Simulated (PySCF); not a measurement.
## Basis and Hamiltonian dependence of the ionisation energy of Tc

Tc [Kr] 4d5 5s2 (6S) → Tc+ [Kr] 4d5 5s1 (7S). All values are computed (PySCF 2.14, energy differences of UHF-based or UKS calculations, no spin-orbit coupling). Values in eV.

| basis | Hamiltonian | functions | UHF | LDA | PBE0 | MP2 (valence) | CCSD(T) (valence) | CCSD(T) (valence and next inner shell) |
| --- | --- | --- | --- | --- | --- | --- | --- | --- |
| def2-SVP with the def2 core potential (28 electrons) | ECP | 31 | 5.544 | n/a | n/a | 6.447 | n/a | n/a |
| cc-pVDZ-PP with ECP28MDF | ECP | 38 | 5.583 | 7.378 | 6.780 | 6.562 | n/a | n/a |
| x2c-SVPall | spin-free X2C | 53 | 5.568 | n/a | 6.803 | 6.480 | n/a | n/a |
| aug-cc-pVDZ-PP with ECP28MDF | ECP | 54 | 5.576 | 7.374 | 6.775 | 6.701 | 6.920 | n/a |
| def2-TZVPPD with the def2 core potential (28 electrons) | ECP | 56 | 5.542 | 7.338 | 6.739 | 6.664 | 6.881 | 6.965 |
| ANO-RCC-VTZP | spin-free X2C | 68 | 5.545 | 7.346 | 6.726 | 6.669 | 6.891 | 6.967 |
| x2c-TZVPPall | spin-free X2C | 79 | 5.539 | 7.321 | 6.719 | 6.657 | 6.878 | 6.958 |
| def2-QZVPPD with the def2 core potential (28 electrons) | ECP | 88 | 5.538 | 7.327 | 6.724 | 6.750 | 6.950 | n/a |
| x2c-TZVPPall with one added diffuse shell each of s, p, d, f type | spin-free X2C | 95 | 5.541 | 7.319 | 6.718 | 6.701 | 6.915 | 6.997 |
| aug-cc-pVTZ-DK | spin-free X2C | 102 | 5.541 | 7.314 | 6.710 | 6.755 | 6.968 | n/a |
| aug-cc-pVTZ-PP with one added diffuse shell each of s, p, d, f, g type with ECP28MDF | ECP | 113 | 5.535 | 7.317 | 6.715 | 6.758 | n/a | n/a |
| x2c-QZVPPall | spin-free X2C | 118 | 5.541 | 7.303 | 6.704 | 6.751 | n/a | n/a |
| aug-cc-pwCVTZ-PP with ECP28MDF | ECP | 122 | 5.533 | 7.313 | 6.713 | 6.762 | n/a | n/a |
| dyall-av2z | non-relativistic | 136 | 5.391 | 7.052 | 6.489 | 6.438 | n/a | n/a |

Frozen in the all-electron rows: valence: [Kr]; valence and next inner shell: [Ar] 3d10; with a core potential, the same shells as far as they lie outside it.

Non-relativistic rows lack the scalar-relativistic shift.

Reference for a calculation without spin-orbit coupling: 7.119 eV (measured, between term centres; NIST).
